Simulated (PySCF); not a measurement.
Atom-mapped SMILES (the numbers label the heavy atoms): `[F:1][c:2]1[cH:3][cH:4][cH:5][cH:6][n:7]1`. Hydrogens are named by the atom that carries them.

Theory: geometry from PBE0-D3(BJ)/def2-SVP, B3LYP/pcSseg-2 with gauge-including orbitals, in PySCF 2.14 (single conformer, relativity neglected, gas phase).

δ = σ(ref) − σ, references computed at the same level: 13C, 1H against TMS; 19F against CFCl3; 15N against NH3.

```csv
atoms,nucleus,count,δ (ppm)
N7,15N,1,?
C4,13C,1,149.9
H(C4),1H,1,7.79
F1,19F,1,-70.5
C2,13C,1,?
H(C5),1H,1,7.13
C6,13C,1,159.0
H(C6),1H,1,8.43
H(C3),1H,1,6.89
C3,13C,1,?
C5,13C,1,129.1
```

Question: Fill in the missing shifts.

Answer: 
- C2: 176.7 ppm, aromatic carbon bearing fluorine; the electronegative substituent deshields the carbon that carries it
- C3: 117.2 ppm, aromatic CH
- N7: 319.7 ppm, pyridine-type ring nitrogen

Shifts are as computed. Against solution values, carbons near 30 ppm lie about +3 ppm off and those near 130 ppm about +8 ppm. Of 1211 compounds with measured shifts, 218 miss one by over three times the rms of a fit or turn the order of signals round; such compounds aren't used in these exercises. Unscaled 19F shifts against computed CFCl3 carry errors that often reach 10 to 50 ppm. Experimental scales use liquid or dissolved standards, which lie at an offset from isolated NH3 (liquid NH3: subtract about 20 ppm). Unscaled 15N shifts of sp2 nitrogen come out 20 to 40 ppm too high even then.
